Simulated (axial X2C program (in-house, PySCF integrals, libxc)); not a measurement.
## Spin–orbit effects down a group: molecules with Se, HF

All values come from calculations with an in-house relativistic program for diatomic molecules, spin-free (one-electron X2C) or two-component (2c: spin–orbit coupling with atomic mean-field Coulomb and Gaunt terms, which also bring small scalar terms), in Dyall basis sets with cores contracted in-house; open shells are unrestricted.

Basis sets: Cs dyall-cv3z, H dyall-v3z, K dyall-cv3z, Na dyall-cv3z, Rb dyall-cv3z, Se dyall-cv3z.

```
molecule   spin-free state  Re (Å)  ωe (cm⁻¹)  De (eV)  2c state  Re 2c (Å)  ωe 2c (cm⁻¹)  De 2c (eV)
     SeH  M_S = 1/2, Λ = 1   1.454     2551.4     2.12   Ω = 3/2      1.454        2546.0         n/a
    NaSe  M_S = 1/2, Λ = 1   2.635      269.5     1.26   Ω = 3/2      2.636         269.0         n/a
     KSe  M_S = 1/2, Λ = 1   3.023      189.8     1.40   Ω = 3/2      3.024         189.4         n/a
    RbSe  M_S = 1/2, Λ = 1   3.163      144.6     1.41   Ω = 3/2      3.164         144.4         n/a
    CsSe  M_S = 1/2, Λ = 1   3.320      124.9     1.53   Ω = 3/2      3.319         124.9         n/a
```

Each entry is the lowest single determinant of a limited PBE0 search at one distance. De goes to single-determinant-based atoms at the same level (for ions the charge split of lowest energy) and is withheld (n/a) where an atom does not fit its ground term or J level. Main or longest-lived isotopes. One determinant is a doubtful description, or other states lie close, for KSe, RbSe, CsSe; these need not be ground states, and all values refer to the states named.
